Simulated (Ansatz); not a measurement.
# Cl2FH2Si2+: where a starting geometry ends

The starting geometry of this gas-phase singlet was optimised with GFN2-xTB; its bonds are those of `F[SiH2][Si+](Cl)Cl`.

```
atom    x (Å)    y (Å)    z (Å)
  Cl  -0.1282   1.8764   3.1590
  Cl  -0.2244  -1.4252   3.5261
   F   0.3939   0.7986  -0.6475
  Si  -0.5430  -0.3248  -0.0170
  Si  -0.3050   0.1189   2.3113
   H  -1.9098  -0.0478  -0.4290
   H   0.0733  -1.6071  -0.3237
```

Task: Predict what it relaxes into with PBE-D3(BJ)/def2-SVP.

Result: It keeps its bonds, and is `F[SiH2][Si+](Cl)Cl`.

The energy falls by 0.20 eV over 15 steps:

| step | E − E(last) (eV) |
| --- | --- |
| 1 | 0.200 |
| 3 | 0.019 |
| 4 | 0.016 |
| 6 | 0.008 |
| 7 | 0.006 |
| 9 | 0.002 |
| 10 | 0.001 |
| 12 | 0.000 |
| 13 | 0.000 |
| 15 | 0.000 |

Final geometry (Å):

```yaml
atoms:
  - { symbol: Cl, position_ang: [0.4228, 1.7744, 3.0566] }
  - { symbol: Cl, position_ang: [-0.7997, -1.3414, 3.6418] }
  - { symbol: F, position_ang: [0.0539, 1.1217, -0.6479] }
  - { symbol: Si, position_ang: [-0.4954, -0.2943, -0.0881] }
  - { symbol: Si, position_ang: [-0.2832, 0.0580, 2.2955] }
  - { symbol: H, position_ang: [-1.9586, -0.4901, -0.3039] }
  - { symbol: H, position_ang: [0.4169, -1.4393, -0.3748] }
```

Frequencies at the end are all real (lowest 28 cm⁻¹). Run with Ansatz 0.2.0, 63 s on 1 thread of Intel(R) Xeon(R) Processor @ 2.50GHz (Skylake/Cascade Lake) (shared host).
